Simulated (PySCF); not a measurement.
TPSS on H⁻ (hydrogen, charge -1), 1s2, closed-shell 1S. Calculation: PySCF 2.14, in dyall-av3z (10s3p2d, 29 functions); scalar relativity by spin-free X2C-1e.

```
cycle= 1 E= -0.529815169166987  delta_E= -0.000922  |g|= 0.00255  |ddm|= 0.18
cycle= 2 E= -0.529809309830517  delta_E= 5.86e-06  |g|= 0.00269  |ddm|= 0.00893
cycle= 3 E= -0.529822414497621  delta_E= -1.31e-05  |g|= 0.00111  |ddm|= 0.0152
cycle= 4 E= -0.529824883450663  delta_E= -2.47e-06  |g|= 0.000159  |ddm|= 0.00408
cycle= 5 E= -0.5298249352161  delta_E= -5.18e-08  |g|= 9.44e-07  |ddm|= 0.00052
cycle= 6 E= -0.529824935217807  delta_E= -1.71e-12  |g|= 1.84e-07  |ddm|= 3.3e-06
converged SCF energy = -0.529824935217807  <S^2> = 2.8865799e-15  2S+1 = 1
```

Highest occupied orbital energy: 1.624 eV; ⟨L²⟩ = 0.00; populations by l: s 2.00, p 0.00, d 0.00.

(1) Can this result be used?

Answers

(1) With care. The calculation finished and met its thresholds. At TPSS the highest occupied level has a positive energy, so only the finite basis holds that electron; in a semilocal or global hybrid functional this comes from self-interaction and does not mean that the real anion is unbound.
